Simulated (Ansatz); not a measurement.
Reaction (redistribution): `[F][GeH2][SiH2]S` + `BO[Si](C)(F)S` → `BO[SiH2][GeH2][F]` + `C[Si](F)(S)S`

Program: Ansatz. Geometries: PBE0-D4/def2-TZVP. ΔE: electronic, gas phase. CBS: MP2 limit from def2 TZ/QZ plus the TZ coupled-cluster correction, frozen cores. DFT in def2-TZVPP. For Ge outer-core shells are correlated without core-valence functions, which leaves a few kJ/mol of doubt a bond. Scalar relativity is left out up to krypton. Each species was taken in one conformer, which may not be the lowest.

| level | ΔE (eV) |
| --- | --- |
| PBE0-D4 | 0.18 |
| PBE0 | 0.18 |
| SCS-MP2/def2-TZVPP | 0.16 |
| CCSD/def2-TZVPP | 0.19 |
| CCSD(T)/def2-TZVPP | 0.19 |
| HF/def2-QZVPP | 0.21 |
| HF/CBS(def2) | 0.21 |
| MP2/CBS(def2) | 0.16 |

Problem. What does CCSD(T)/CBS give? (Estimate.)

Solution. The calculation gave: +0.18 eV. The listed levels differ from it by 0.00, 0.00, -0.02, 0.01, 0.01, 0.03, 0.03, -0.02 eV.

Largest T1 diagnostic among the species: 0.013.
